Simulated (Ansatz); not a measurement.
Harmonic frequencies (cm⁻¹) at PBE0-D4/def2-TZVP from Ansatz: 88, 90, 114, 118, 122, 163, 311, 418, 450, 501, 524, 2411.

Each molecule was computed in one conformer, which needn't be the lowest.

(1) Which molecule is it?
A. `[F][Ti]([F])([F])[SeH]`
B. `[Cl][Ti]([Cl])([Cl])[SeH]`
C. `O=C=[N][Ti]([F])([F])[F]`
D. `[F][Ti]([F])([SH])[SH]`

Results:

(1) B.
